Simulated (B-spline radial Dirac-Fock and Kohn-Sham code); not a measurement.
K-line shifts caused by a second vacancy in W¹⁴⁺

System: the W¹⁴⁺ ion, [Kr] 4d10 4f12 5s2.

Level of theory: Dirac-Fock energy differences between relaxed states, corrected for Breit and QED terms; an atomic code on a B-spline grid. Each two-hole energy is an average over J within one jj subconfiguration, not an observable level; in light atoms, where LS coupling holds, the j-resolved values are not observed lines, and for a K spectator the Kα1 hypersatellite is nearly forbidden. No correlation.

Lines without a spectator: Kα2 (K-L2) 57980.4 eV, Kα1 (K-L3) 59318.1 eV, Kβ3 (K-M2) 66949.8 eV, Kβ1 (K-M3) 67242.9 eV. Shifts in eV with one spectator hole (a dash: not computed, or left out as unreliable):

| spectator hole | Kα2 | Kα1 | Kβ3 | Kβ1 |
| --- | --- | --- | --- | --- |
| K (1s) | +981.5 | +1055.7 | +1271.1 | +1288.4 |
| L2 (2p1/2) | +125.4 | +168.9 | – | +321.6 |
| L3 (2p3/2) | +94.7 | +104.0 | +242.3 | – |
| M2 (3p1/2) | – | +26.86 | +51.9 | +61.5 |
| M3 (3p3/2) | +14.72 | – | +44.2 | +44.8 |
| M4 (3d3/2) | +5.09 | +1.71 | – | – |
| M5 (3d5/2) | -0.31 | +3.75 | – | – |
